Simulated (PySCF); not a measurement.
**Two-component Hartree-Fock for N⁺ (nitrogen, charge +1)**

Start: [He] 2s2 2p2; 2p1/2 filled at m_j = -1/2, +1/2. Calculated with PySCF 2.14 in x2c-TZVPPall-2c: generalised Hartree-Fock with the X2C-1e Hamiltonian and a Gaussian nucleus; one run each with spin-orbit coupling (SO) switched off, then screened by Boettger's factors.

| spinor shell | electrons | ε, spin-free (eV) | ε, screened SO (eV) | weight of nominal j (screened SO) | rms radius, screened SO (bohr) |
| --- | --- | --- | --- | --- | --- |
| 1s1/2 | 2 | -443.31 | -443.30 | 1.000 | 0.265 |
| 2s1/2 | 2 | -39.837 | -39.835 | 1.000 | 1.37 |
| 2p1/2 | 2 | -30.297 | -30.299 | 0.502 | 1.39 |

```
   quantity  spin-free  screened SO
E (hartree)  -53.91859    -53.91885
        M_J          0            0
       ⟨J²⟩      2.007        1.996
       ⟨L²⟩      2.003        2.003
       ⟨S²⟩      2.004        2.004
```

The determinant has a definite M_J but mixes levels of different J.

Each row is a mean over spinors that exchange with the open shell spreads, by up to 8.607 eV (2s1/2).

Rows whose weight is well below 1 are mixtures of j = l ± 1/2: exchange outweighs spin-orbit coupling there, and the label is only the starting occupation.

Without spin-orbit coupling the j labels of p, d and f shells carry no meaning; the spin-free column gives the mean over the occupied spinors of each nl shell.
